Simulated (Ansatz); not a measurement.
The cluster Zr₂O₂⁺. The state is a doublet with charge 1. Geometry r2SCAN-D4/def2-TZVP; atoms count from 1.

```csv
atom,x (Å),y (Å),z (Å)
Zr1,0.027,1.465,-0.133
Zr2,0.877,-0.597,1.019
O3,-0.971,-0.358,0.076
O4,0.067,-0.509,-0.961
```

In the def2 sets Zr takes a core potential; there is no spin–orbit coupling. The structure holds one bond between oxygen atoms, so isomers without such links may lie far lower. The charge 1 doublet is spin-contaminated (final ⟨S²⟩ up to 0.96, 0.75 for a pure state). Another isomer (doublet) lies 5.92 eV lower at PBE0-D4/def2-TZVP; other spin states weren't run for this one.

(1) Estimate the Mulliken populations from the PBE0/def2-TZVP orbitals of Ansatz.

(2) Where does the spin sit?

(3) And the Mayer bond orders between heavy atoms (over 0.3)?

Results:

(1) 
| atom | charge (e) | spin (α − β) | d electrons |
| --- | --- | --- | --- |
| Zr1 | 0.81 | 0.72 | 2.37 |
| Zr2 | 0.81 | 0.29 | 2.35 |
| O3 | -0.31 | 0.02 | – |
| O4 | -0.31 | -0.03 | – |
Mulliken values depend strongly on the basis.

(2) Summed by element: Zr 1.01, O -0.01, of 1 unpaired in all. Largest on single atoms: Zr1 0.72, Zr2 0.29, O4 -0.03.

(3) Zr1–Zr2 2.47 (2.51 Å); Zr1–O3 0.59 (2.09 Å); Zr1–O4 0.55 (2.14 Å); Zr2–O3 0.59 (2.09 Å); Zr2–O4 0.55 (2.14 Å); O3–O4 0.84 (1.48 Å).
